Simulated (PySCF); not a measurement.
Computed IR spectrum (relative IR intensity) of a molecule C2H7AlFN. Geometry: B3LYP-D3(BJ)/def2-SVP. One conformer was computed; it need not be the lowest. Calculation: B3LYP-D3(BJ)/def2-SVP (PySCF 2.14.0). Frequencies are harmonic and unscaled.

Lines under 2 % of the strongest are left out, and lines within 2 cm⁻¹ are merged.

```csv
ν (cm⁻¹),relative intensity
167,3.7
216,9.1
265,8.9
281,2.8
429,100
566,5.2
607,17
639,25
815,84
900,63
962,9.3
1028,14
1428,2.5
1475,2.8
1483,3.2
1525,29
3013,29
3051,2.9
3084,17
3092,19
3575,13
3660,13
```

Task: Which molecule gave these data?
A. C[NH][Al]([CH3])[F]
B. C[CH2][Al]([NH2])[F]
C. C[N](C)[AlH][F]

Result: B, C[CH2][Al]([NH2])[F]
